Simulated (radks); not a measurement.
Question: The mean radii <r> (bohr) of the occupied orbitals of an atom or ion are listed with their occupations. Method: non-relativistic Kohn-Sham, TPSS, spin-polarised, spherical densities, point nucleus; meta-GGA in the generalised Kohn-Sham scheme; computed with a radial shooting solver on a logarithmic mesh with Libxc functionals.

| orbital | occ. | <r> |
|---|---|---|
| 1s up | 1 | 0.05102 |
| 1s down | 1 | 0.05100 |
| 2s up | 1 | 0.2224 |
| 2s down | 1 | 0.2228 |
| 2p up | 3 | 0.1921 |
| 2p down | 2 | 0.1925 |

Name the element and its charge. Open shells, if any, are filled with parallel spins first.

Answer: Z = 30, zinc, charge +21: Zn21+ in [He] 2s2 2p5. The 1s radius gives Z: for a bare nucleus <r> = 1.5/Z, 0.05 bohr for Z = 30, and screening makes it slightly larger (0.05102 here). The occupations add up to 9, and the charge is Z minus that.
